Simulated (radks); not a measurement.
The numbers below are computed, except where a source is named.
Ionisation of Au+, [Xe] 4f14 5d10, to Au2+, [Xe] 4f14 5d9, under several functionals. Dirac Kohn-Sham, spin-unpolarised, spherical densities, point nucleus; open shells are shared between the two j in proportion to 2j + 1; a radial shooting solver on a logarithmic mesh with Libxc functionals.

functional	E(Au+) (hartree)	Exc (hartree)	IE (eV)	-e(HOMO) (eV)	<r> HOMO (bohr)	IE error (eV)
LDA (Slater exchange, Perdew-Wang correlation)	-19037.1780	-354.6248	21.523	15.018	1.607	+1.320
LDA (Slater exchange, Perdew-Zunger correlation)	-19037.1851	-354.6318	21.522	15.018	1.608	+1.319
OLYP	-19054.4509	-372.2468	21.201	14.649	1.596	+0.998
BLYP	-19048.7777	-366.3147	21.133	14.651	1.613	+0.930
Wu-Cohen GGA	-19046.4929	-364.0336	21.265	14.763	1.604	+1.062
SOGGA	-19041.8533	-359.3504	21.149	14.648	1.604	+0.946
HCTH/407	-19058.6253	-376.5871	21.576	15.009	1.591	+1.373

NIST Atomic Spectra Database: 20.20 eV (measured). Closest: BLYP. The Delta-SCF values span 0.44 eV, the total energies 21.45 hartree. The highest occupied level is 5d5/2. Spin polarisation and multiplet splitting are left out, so open shells lie too high by an amount that depends on their filling. Sharing an open shell by 2j + 1 raises it above the true ground level by a part of the spin-orbit splitting, which enters the differences from NIST.

Beside tabulated values, note that spin-unpolarised runs miss the spin-polarisation part of the exchange energy of open shells.
